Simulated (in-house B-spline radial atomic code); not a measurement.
Configurations of Sm²⁺, with energies counted from [Xe] 4f6. Method: scalar-relativistic (X2C) wB97X, spin-polarised, spherical fractional occupations, exact exchange averaged over the configuration, Fermi nucleus of rms radius 5.0819 fm. Calculated with an all-electron radial atomic-structure program (B-spline basis). Shells without spins written out take the highest spin.

Occupations are held fixed; configurations that lie above the ionisation limit could autoionise.

```
            configuration  E - E(ref) (eV)  highest orbital  its <r> (bohr)
             [Xe] 4f5 5d1           4.7447            5d up           2.342
[Kr] 4d10 4f6 5s2 5p5 6p1           26.758            6p up           4.166
 [Kr] 4d9 4f6 5s2 5p6 5d1            127.5            5d up           2.327
 [Kr] 4d9 4f6 5s2 5p6 6p1           133.17            6p up           4.127
```

**Question.** Order these further configurations by energy, lowest first.
A. [Xe] 4f5 6p1
B. [Kr] 4d10 4f7 5s2 5p5
C. [Xe] 4f5 6s1
D. [Kr] 4d10 4f6 5s2 5p5 6d1

**Answer.** C (6.0199 eV), A (10.352 eV), B (19.184 eV), D (31.505 eV).
